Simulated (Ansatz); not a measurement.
Relaxation of [ZnBr6]4- (ZnBr₆⁴⁻) with RKS r2SCAN-D4/def2-SVPD.

```sh
$ ansatz run in.yaml --threads 4 --pin off --events-out ev --progress --plain --max-ram 4787MiB
```

```yaml
crystal:
  periodic: [false, false, false]
  atoms:
    - {symbol: Zn, position_ang: [-0.000040, -0.000130, -0.000230]}
    - {symbol: Br, position_ang: [-0.021050, -0.013360, 2.772250]}
    - {symbol: Br, position_ang: [0.021330, 0.010120, -2.771870]}
    - {symbol: Br, position_ang: [2.767840, 0.007570, 0.022090]}
    - {symbol: Br, position_ang: [-2.768030, -0.004480, -0.020670]}
    - {symbol: Br, position_ang: [-0.005920, 2.746950, 0.010330]}
    - {symbol: Br, position_ang: [0.005860, -2.746680, -0.011900]}
basis:
  gaussian: {orbitals: def2-SVPD}
total_charge: -4
hamiltonian: {xc: r2scan, dispersion: d4}
scf: {lower_state_search: "off"}
output: {orbitals: {seedname: orbitals}}
relax: {f_tol: 0.02, max_steps: 100}
```

It took 20 min on 4 threads of Intel Xeon on a shared host, peak host memory 0.89 GiB.

Positions (Å) and forces (eV/Å) at steps 1, 2, 3, 4, 5, 6, 7, 8, 9, 10, 11, 12, 13, 14, 15, 16, 17, 18, 19, 20, 21, 22, 23, 24, 25, 26, 27, 28, 29, 30, 31, 32, 33, 34, 35, 36, 37, 38, 39, 40 of 79:

```xyz
7
step=1 energy=-468638.1495 eV
Zn    0.000    0.000    0.000    0.000    0.000    0.000
Br   -0.021   -0.013    2.772   -0.003    0.000    0.371
Br    0.021    0.010   -2.772    0.003    0.002   -0.372
Br    2.768    0.008    0.022    0.370    0.000    0.002
Br   -2.768   -0.004   -0.021   -0.370   -0.001   -0.003
Br   -0.006    2.747    0.010   -0.001    0.364    0.002
Br    0.006   -2.747   -0.012    0.001   -0.365   -0.001
7
step=2 energy=-468638.2397 eV
Zn    0.000    0.000    0.000    0.000    0.000    0.000
Br   -0.022   -0.012    2.826   -0.001   -0.001    0.205
Br    0.022    0.011   -2.826    0.002    0.001   -0.205
Br    2.822    0.006    0.022    0.202    0.000    0.002
Br   -2.822   -0.006   -0.021   -0.203   -0.001   -0.002
Br   -0.006    2.800    0.012    0.000    0.188    0.001
Br    0.006   -2.800   -0.012    0.000   -0.188    0.000
7
step=3 energy=-468638.3109 eV
Zn    0.000    0.000   -0.001    0.000    0.000   -0.003
Br   -0.023   -0.013    3.026    0.000    0.000    0.042
Br    0.023    0.012   -3.024    0.000    0.000   -0.040
Br    2.995    0.006    0.023    0.006    0.000    0.000
Br   -2.995   -0.006   -0.023   -0.006    0.000    0.000
Br   -0.006    2.802    0.011    0.000   -0.224   -0.001
Br    0.006   -2.802   -0.012   -0.001    0.224    0.001
7
step=4 energy=-468638.4442 eV
Zn    0.000    0.000   -0.001    0.001    0.001   -0.006
Br   -0.025   -0.014    3.226   -0.001   -0.001    0.144
Br    0.025    0.013   -3.222    0.001    0.001   -0.139
Br    3.152    0.007    0.023    0.065    0.000    0.000
Br   -3.153   -0.007   -0.025   -0.066    0.000   -0.001
Br   -0.006    2.686    0.011    0.001   -0.528   -0.002
Br    0.006   -2.686   -0.011   -0.001    0.527    0.003
7
step=5 energy=-468638.7562 eV
Zn    0.000    0.000   -0.002    0.001    0.003   -0.008
Br   -0.026   -0.015    3.421   -0.002   -0.001    0.295
Br    0.026    0.014   -3.415    0.002    0.001   -0.287
Br    3.302    0.007    0.024    0.198    0.000    0.001
Br   -3.303   -0.007   -0.027   -0.199    0.000   -0.002
Br   -0.005    2.524    0.010    0.001   -0.570   -0.002
Br    0.005   -2.524   -0.011   -0.001    0.568    0.003
7
step=6 energy=-468639.0829 eV
Zn    0.000    0.000   -0.003    0.001    0.003   -0.008
Br   -0.027   -0.016    3.621   -0.003   -0.001    0.375
Br    0.028    0.015   -3.614    0.003    0.001   -0.367
Br    3.468    0.008    0.025    0.280    0.001    0.002
Br   -3.469   -0.007   -0.029   -0.281   -0.001   -0.003
Br   -0.005    2.414    0.009    0.001   -0.416   -0.001
Br    0.005   -2.414   -0.010   -0.001    0.412    0.002
7
step=7 energy=-468639.3613 eV
Zn    0.001    0.000   -0.005    0.002   -0.003   -0.010
Br   -0.029   -0.017    3.816   -0.003   -0.002    0.447
Br    0.030    0.015   -3.807    0.003    0.002   -0.438
Br    3.630    0.008    0.026    0.364    0.001    0.002
Br   -3.632   -0.008   -0.030   -0.366   -0.001   -0.004
Br   -0.005    2.275    0.009   -0.001    0.448    0.003
Br    0.005   -2.274   -0.009    0.001   -0.445   -0.001
7
step=8 energy=-468639.6480 eV
Zn    0.001    0.000   -0.007    0.002    0.002   -0.010
Br   -0.030   -0.018    4.014   -0.003   -0.002    0.444
Br    0.031    0.016   -4.002    0.003    0.002   -0.433
Br    3.787    0.008    0.026    0.349    0.001    0.002
Br   -3.789   -0.008   -0.032   -0.351   -0.001   -0.004
Br   -0.005    2.278    0.010   -0.001    0.246    0.001
Br    0.005   -2.277   -0.009    0.000   -0.248   -0.001
7
step=9 energy=-468639.9228 eV
Zn    0.001    0.000   -0.009    0.002   -0.002   -0.008
Br   -0.032   -0.018    4.209   -0.003   -0.002    0.442
Br    0.033    0.017   -4.192    0.003    0.002   -0.429
Br    3.938    0.009    0.026    0.338    0.001    0.001
Br   -3.940   -0.008   -0.034   -0.341   -0.001   -0.004
Br   -0.005    2.285    0.010    0.000    0.043   -0.001
Br    0.005   -2.285   -0.009    0.000   -0.041   -0.002
7
step=10 energy=-468640.1919 eV
Zn    0.002    0.000   -0.012    0.003    0.002   -0.007
Br   -0.033   -0.019    4.404   -0.003   -0.002    0.441
Br    0.034    0.018   -4.382    0.003    0.002   -0.428
Br    4.088    0.009    0.027    0.339    0.001    0.001
Br   -4.091   -0.009   -0.036   -0.342   -0.001   -0.004
Br   -0.005    2.276    0.009    0.000    0.033   -0.002
Br    0.005   -2.276   -0.009    0.000   -0.035   -0.002
7
step=11 energy=-468640.4606 eV
Zn    0.003    0.000   -0.015    0.003   -0.007   -0.005
Br   -0.034   -0.020    4.599   -0.003   -0.002    0.436
Br    0.036    0.019   -4.572    0.003    0.002   -0.422
Br    4.238    0.009    0.027    0.337    0.001    0.001
Br   -4.242   -0.009   -0.038   -0.341   -0.001   -0.004
Br   -0.005    2.271    0.008    0.000    0.004   -0.003
Br    0.005   -2.271   -0.010    0.000    0.003   -0.003
7
step=12 energy=-468640.7285 eV
Zn    0.004   -0.001   -0.017    0.003    0.037   -0.003
Br   -0.036   -0.021    4.795   -0.003   -0.002    0.427
Br    0.038    0.020   -4.762    0.003    0.001   -0.414
Br    4.390    0.010    0.028    0.337    0.000    0.001
Br   -4.396   -0.009   -0.040   -0.341   -0.001   -0.004
Br   -0.005    2.265    0.007    0.000   -0.007   -0.004
Br    0.005   -2.263   -0.011    0.000   -0.029   -0.004
7
step=13 energy=-468640.9916 eV
Zn    0.005    0.011   -0.019    0.004   -0.366   -0.003
Br   -0.037   -0.021    4.991   -0.003    0.001    0.415
Br    0.039    0.021   -4.952    0.003    0.004   -0.403
Br    4.546    0.010    0.028    0.333    0.004    0.002
Br   -4.554   -0.009   -0.042   -0.338    0.002   -0.004
Br   -0.004    2.260    0.006    0.000    0.114   -0.003
Br    0.006   -2.271   -0.013    0.001    0.242   -0.005
7
step=14 energy=-468641.0301 eV
Zn    0.006   -0.086   -0.020   -0.002    3.584    0.004
Br   -0.038   -0.024    5.191   -0.003   -0.019    0.404
Br    0.041    0.020   -5.146    0.003   -0.017   -0.394
Br    4.708    0.009    0.029    0.334   -0.021    0.002
Br   -4.719   -0.012   -0.043   -0.339   -0.023   -0.003
Br   -0.004    2.282    0.005    0.006   -1.016   -0.015
Br    0.006   -2.190   -0.015    0.001   -2.488    0.003
7
step=15 energy=-468641.4982 eV
Zn    0.008    0.028   -0.022    0.005   -1.043   -0.005
Br   -0.040   -0.022    5.386   -0.003    0.004    0.390
Br    0.043    0.023   -5.336    0.003    0.007   -0.381
Br    4.867    0.012    0.030    0.324    0.008    0.002
Br   -4.880   -0.010   -0.045   -0.330    0.006   -0.003
Br   -0.003    2.239    0.003   -0.001    0.529    0.002
Br    0.006   -2.270   -0.016    0.002    0.489   -0.005
7
step=16 energy=-468641.7702 eV
Zn    0.009    0.001   -0.023    0.001   -0.070    0.002
Br   -0.041   -0.023    5.581   -0.003   -0.001    0.376
Br    0.044    0.024   -5.526    0.003    0.002   -0.368
Br    5.027    0.012    0.031    0.317    0.001    0.002
Br   -5.043   -0.009   -0.047   -0.323    0.000   -0.003
Br   -0.003    2.257    0.001    0.002   -0.085   -0.005
Br    0.007   -2.262   -0.017    0.002    0.154   -0.004
7
step=17 energy=-468642.0163 eV
Zn    0.010   -0.002   -0.024    0.001   -0.002    0.001
Br   -0.042   -0.023    5.776   -0.002   -0.002    0.363
Br    0.046    0.025   -5.716    0.003    0.001   -0.356
Br    5.189    0.013    0.032    0.310    0.001    0.002
Br   -5.208   -0.009   -0.048   -0.316   -0.001   -0.003
Br   -0.002    2.244    0.000    0.002    0.012   -0.004
Br    0.007   -2.248   -0.019    0.002   -0.009   -0.004
7
step=18 energy=-468642.2546 eV
Zn    0.012   -0.003   -0.025    0.001    0.035    0.001
Br   -0.044   -0.024    5.971   -0.002   -0.002    0.349
Br    0.048    0.026   -5.906    0.003    0.001   -0.344
Br    5.353    0.014    0.033    0.302    0.000    0.002
Br   -5.375   -0.010   -0.049   -0.307   -0.001   -0.002
Br   -0.002    2.241   -0.002    0.002    0.006   -0.003
Br    0.008   -2.245   -0.021    0.002   -0.040   -0.003
7
step=19 energy=-468642.4825 eV
Zn    0.013   -0.003   -0.026    0.000    0.018    0.001
Br   -0.045   -0.024    6.164   -0.002   -0.002    0.335
Br    0.049    0.027   -6.094    0.003    0.001   -0.331
Br    5.516    0.014    0.034    0.292    0.000    0.002
Br   -5.541   -0.010   -0.051   -0.297   -0.001   -0.002
Br   -0.001    2.242   -0.004    0.002   -0.019   -0.003
Br    0.009   -2.247   -0.023    0.002    0.002   -0.003
7
step=20 energy=-468642.7032 eV
Zn    0.013   -0.002   -0.027    0.000   -0.022    0.001
Br   -0.046   -0.025    6.358   -0.002   -0.001    0.322
Br    0.051    0.028   -6.284    0.003    0.001   -0.318
Br    5.679    0.015    0.036    0.283    0.001    0.002
Br   -5.707   -0.010   -0.052   -0.288   -0.001   -0.002
Br    0.000    2.237   -0.006    0.002    0.043   -0.002
Br    0.010   -2.242   -0.025    0.002   -0.021   -0.003
7
step=21 energy=-468642.9170 eV
Zn    0.014   -0.004   -0.028   -0.001    0.061    0.002
Br   -0.048   -0.026    6.551   -0.002   -0.002    0.309
Br    0.052    0.029   -6.474    0.003    0.001   -0.305
Br    5.845    0.015    0.037    0.274    0.000    0.002
Br   -5.876   -0.011   -0.053   -0.278   -0.001   -0.002
Br    0.001    2.247   -0.008    0.003   -0.123   -0.003
Br    0.011   -2.250   -0.026    0.002    0.063   -0.002
7
step=22 energy=-468643.1221 eV
Zn    0.015    0.004   -0.028    0.002   -0.255   -0.002
Br   -0.049   -0.027    6.746   -0.002   -0.001    0.296
Br    0.054    0.030   -6.667    0.002    0.002   -0.294
Br    6.014    0.015    0.039    0.265    0.001    0.002
Br   -6.048   -0.011   -0.054   -0.269    0.000   -0.002
Br    0.003    2.217   -0.009    0.000    0.352    0.001
Br    0.012   -2.229   -0.028    0.002   -0.100   -0.002
7
step=23 energy=-468643.3271 eV
Zn    0.015   -0.005   -0.028    0.000    0.104    0.000
Br   -0.051   -0.028    6.941   -0.002   -0.001    0.283
Br    0.055    0.030   -6.859    0.002    0.001   -0.281
Br    6.182    0.015    0.041    0.255    0.000    0.002
Br   -6.219   -0.011   -0.055   -0.259   -0.001   -0.002
Br    0.004    2.238   -0.011    0.002   -0.052   -0.002
Br    0.013   -2.240   -0.029    0.001   -0.051   -0.001
7
step=24 energy=-468643.5234 eV
Zn    0.016   -0.003   -0.029    0.000    0.023    0.000
Br   -0.052   -0.028    7.138   -0.002   -0.001    0.271
Br    0.057    0.031   -7.053    0.002    0.001   -0.270
Br    6.355    0.016    0.042    0.246    0.000    0.002
Br   -6.395   -0.012   -0.056   -0.249   -0.001   -0.001
Br    0.005    2.238   -0.012    0.001   -0.039   -0.001
Br    0.014   -2.242   -0.031    0.001    0.016   -0.001
7
step=25 energy=-468643.7112 eV
Zn    0.017   -0.003   -0.029    0.000    0.044   -0.001
Br   -0.054   -0.029    7.333   -0.002   -0.001    0.260
Br    0.058    0.032   -7.246    0.002    0.001   -0.259
Br    6.528    0.016    0.044    0.237    0.000    0.002
Br   -6.571   -0.012   -0.057   -0.240   -0.001   -0.001
Br    0.006    2.234   -0.013    0.001    0.000   -0.001
Br    0.016   -2.237   -0.032    0.001   -0.044   -0.001
7
step=26 energy=-468643.8862 eV
Zn    0.018    0.005   -0.029   -0.001   -0.271   -0.001
Br   -0.055   -0.030    7.525   -0.002   -0.001    0.249
Br    0.060    0.034   -7.439    0.002    0.002   -0.248
Br    6.704    0.017    0.046    0.228    0.001    0.002
Br   -6.749   -0.012   -0.057   -0.231    0.000   -0.001
Br    0.006    2.247   -0.014    0.002   -0.080   -0.001
Br    0.016   -2.260   -0.033    0.001    0.348    0.000
7
step=27 energy=-468644.0640 eV
Zn    0.019   -0.003   -0.030   -0.001    0.081    0.000
Br   -0.057   -0.030    7.720   -0.002   -0.001    0.239
Br    0.061    0.033   -7.632    0.002    0.001   -0.238
Br    6.875    0.015    0.048    0.220    0.000    0.002
Br   -6.923   -0.014   -0.058   -0.223   -0.001   -0.001
Br    0.007    2.234   -0.014    0.002   -0.019   -0.001
Br    0.017   -2.235   -0.033    0.001   -0.062   -0.001
7
step=28 energy=-468644.2368 eV
Zn    0.020   -0.001   -0.029   -0.001    0.012    0.000
Br   -0.058   -0.031    7.916   -0.002   -0.001    0.228
Br    0.063    0.033   -7.830    0.002    0.001   -0.228
Br    7.060    0.016    0.050    0.212    0.000    0.002
Br   -7.110   -0.015   -0.059   -0.214   -0.001   -0.001
Br    0.008    2.233   -0.014    0.002    0.008   -0.001
Br    0.017   -2.235   -0.033    0.002   -0.020   -0.001
7
step=29 energy=-468644.4035 eV
Zn    0.020   -0.008   -0.029   -0.002    0.281    0.001
Br   -0.060   -0.032    8.114   -0.002   -0.001    0.218
Br    0.064    0.034   -8.028    0.002    0.000   -0.218
Br    7.251    0.016    0.052    0.204    0.000    0.002
Br   -7.303   -0.016   -0.060   -0.206   -0.001   -0.001
Br    0.009    2.241   -0.015    0.002   -0.181   -0.002
Br    0.018   -2.235   -0.034    0.001   -0.099   -0.001
7
step=30 energy=-468644.5564 eV
Zn    0.023   -0.007   -0.030   -0.002    0.268    0.002
Br   -0.061   -0.033    8.314   -0.002   -0.001    0.210
Br    0.066    0.035   -8.228    0.002    0.000   -0.209
Br    7.414    0.016    0.053    0.196    0.000    0.002
Br   -7.475   -0.017   -0.061   -0.198   -0.001   -0.001
Br    0.012    2.242   -0.015    0.002   -0.194   -0.002
Br    0.021   -2.236   -0.034    0.001   -0.072   -0.001
7
step=31 energy=-468644.6587 eV
Zn    0.025    0.036   -0.030    0.005   -1.622   -0.008
Br   -0.063   -0.034    8.511   -0.002    0.001    0.201
Br    0.067    0.035   -8.424    0.001    0.003   -0.201
Br    7.601    0.017    0.055    0.189    0.003    0.002
Br   -7.666   -0.018   -0.062   -0.191    0.002   -0.001
Br    0.013    2.190   -0.015   -0.005    1.259    0.007
Br    0.023   -2.227   -0.034    0.002    0.353    0.000
7
step=32 energy=-468644.8564 eV
Zn    0.025   -0.003   -0.030   -0.002    0.044    0.001
Br   -0.064   -0.034    8.707   -0.002   -0.001    0.193
Br    0.069    0.037   -8.620    0.001    0.001   -0.192
Br    7.782    0.019    0.057    0.182    0.000    0.002
Br   -7.849   -0.017   -0.063   -0.183   -0.001   -0.001
Br    0.014    2.231   -0.015    0.002   -0.008   -0.001
Br    0.023   -2.234   -0.035    0.002   -0.036   -0.001
7
step=33 energy=-468644.9980 eV
Zn    0.026   -0.002   -0.030   -0.002   -0.003    0.001
Br   -0.066   -0.035    8.904   -0.001   -0.001    0.185
Br    0.070    0.038   -8.817    0.001    0.001   -0.185
Br    7.969    0.020    0.059    0.175    0.000    0.002
Br   -8.037   -0.017   -0.064   -0.176    0.000   -0.001
Br    0.014    2.230   -0.016    0.002    0.012   -0.001
Br    0.024   -2.235   -0.035    0.002   -0.008   -0.001
7
step=34 energy=-468645.1327 eV
Zn    0.026   -0.002   -0.030   -0.002   -0.004    0.002
Br   -0.067   -0.035    9.099   -0.001   -0.001    0.177
Br    0.072    0.039   -9.012    0.001    0.001   -0.177
Br    8.155    0.020    0.060    0.169    0.000    0.002
Br   -8.223   -0.017   -0.066   -0.170    0.000   -0.001
Br    0.014    2.230   -0.016    0.002    0.005   -0.001
Br    0.024   -2.235   -0.035    0.002   -0.001   -0.001
7
step=35 energy=-468645.2623 eV
Zn    0.026   -0.002   -0.030   -0.002    0.000    0.002
Br   -0.069   -0.036    9.294   -0.001   -0.001    0.170
Br    0.073    0.040   -9.207    0.001    0.001   -0.170
Br    8.340    0.021    0.062    0.162    0.000    0.002
Br   -8.410   -0.018   -0.067   -0.163    0.000   -0.001
Br    0.015    2.230   -0.016    0.002    0.000   -0.001
Br    0.025   -2.235   -0.036    0.002    0.000   -0.001
7
step=36 energy=-468645.3871 eV
Zn    0.026   -0.002   -0.030   -0.002    0.000    0.001
Br   -0.071   -0.037    9.489   -0.001   -0.001    0.163
Br    0.075    0.041   -9.402    0.001    0.001   -0.164
Br    8.527    0.021    0.064    0.156    0.000    0.001
Br   -8.598   -0.018   -0.068   -0.157    0.000   -0.001
Br    0.016    2.230   -0.017    0.001    0.000   -0.001
Br    0.025   -2.235   -0.036    0.001    0.000   -0.001
7
step=37 energy=-468645.5074 eV
Zn    0.025   -0.002   -0.030   -0.001    0.000    0.001
Br   -0.072   -0.038    9.684   -0.001   -0.001    0.157
Br    0.076    0.041   -9.597    0.001    0.001   -0.157
Br    8.714    0.022    0.066    0.151    0.000    0.001
Br   -8.785   -0.018   -0.069   -0.151    0.000   -0.001
Br    0.016    2.230   -0.017    0.001    0.000    0.000
Br    0.026   -2.234   -0.036    0.001    0.000    0.000
7
step=38 energy=-468645.6232 eV
Zn    0.025   -0.002   -0.029    0.000    0.000    0.000
Br   -0.074   -0.039    9.879   -0.001   -0.001    0.151
Br    0.077    0.042   -9.793    0.001    0.001   -0.151
Br    8.902    0.022    0.068    0.145    0.000    0.001
Br   -8.973   -0.019   -0.070   -0.146    0.000   -0.001
Br    0.017    2.229   -0.017    0.000    0.000    0.000
Br    0.026   -2.234   -0.037    0.000    0.000    0.000
7
step=39 energy=-468645.7341 eV
Zn    0.025   -0.002   -0.029    0.000    0.000    0.000
Br   -0.075   -0.039   10.072   -0.001   -0.001    0.145
Br    0.079    0.043   -9.986    0.001    0.001   -0.146
Br    9.088    0.022    0.069    0.140    0.000    0.001
Br   -9.160   -0.019   -0.071   -0.141    0.000   -0.001
Br    0.017    2.229   -0.018    0.000    0.000    0.000
Br    0.027   -2.234   -0.037    0.000    0.000    0.000
7
step=40 energy=-468645.8417 eV
Zn    0.025   -0.002   -0.029    0.001    0.000    0.000
Br   -0.077   -0.040   10.267   -0.001   -0.001    0.140
Br    0.080    0.044  -10.181    0.001    0.001   -0.140
Br    9.277    0.023    0.071    0.135    0.000    0.001
Br   -9.349   -0.020   -0.072   -0.136    0.000   -0.001
Br    0.018    2.229   -0.018    0.000    0.000    0.000
Br    0.027   -2.234   -0.037    0.000    0.000    0.000
```

A multiply charged anion in the gas phase is held together partly by the finite basis.
